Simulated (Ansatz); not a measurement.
C$_{2}$H$_{6}$O$_{2}$Si, SMILES `O=CC[SiH2]O`, relaxed with RKS PBE-D4/def2-SVP in Ansatz 0.2.0 from a rough embedded geometry. The force threshold is 0.03 eV/Å; the program also tests the step.

The species carries charge 0 and has multiplicity 1.

Start:

```xyz
11

O     1.504    0.555    1.181
C     0.510    1.213    0.933
C    -0.569    0.720    0.032
Si   -0.237   -0.914   -0.842
O     0.378   -2.083    0.067
H     0.325    2.201    1.410
H    -1.478    0.533    0.705
H    -0.831    1.471   -0.624
H     0.741   -0.562   -1.920
H    -1.482   -1.324   -1.539
H     1.138   -1.810    0.598
```

**Question.** By how much does the energy fall, and how many steps does the optimiser take? (Best estimate.)

**Answer.** Ansatz gave: 9.48 kcal/mol, in 15 steps, 2 of them rejected.

**Question.** Which bonds change most? (Best estimate.)

**Answer.** Ansatz gave: C3–H8 from 1.031 to 1.107 Å; Si4–O5 from 1.604 to 1.671 Å; C3–Si4 from 1.883 to 1.927 Å; C3–H7 from 1.146 to 1.112 Å.

**Question.** Give the relaxed structure. (Estimate.)

**Answer.** Ansatz gave: 
```xyz
11

O     1.193    0.312    1.604
C     0.543    1.086    0.910
C    -0.657    0.676    0.113
Si   -0.180   -0.833   -0.987
O     0.507   -1.948    0.051
H     0.863    2.165    0.828
H    -1.422    0.261    0.804
H    -1.100    1.520   -0.452
H     0.754   -0.358   -2.070
H    -1.414   -1.410   -1.615
H     0.912   -1.470    0.814
```
